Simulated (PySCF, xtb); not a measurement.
H9N3Si3, SMILES N1[SiH2]N[SiH2]N[SiH2]1.

GFN2-xTB in xtb 6.7.1 at its own geometry gives an orbital gap of 5.12 eV and a dipole moment of 0.39 D.

The structure is a stationary point at PBE-D3(BJ)/def2-SVP.

Task: What does PBE/def2-TZVP (PySCF) give? (Estimate from the structure and the level; the computed values follow.)

Result: gap 5.28 eV (levels -5.86 and -0.58 eV), dipole 0.82 D.
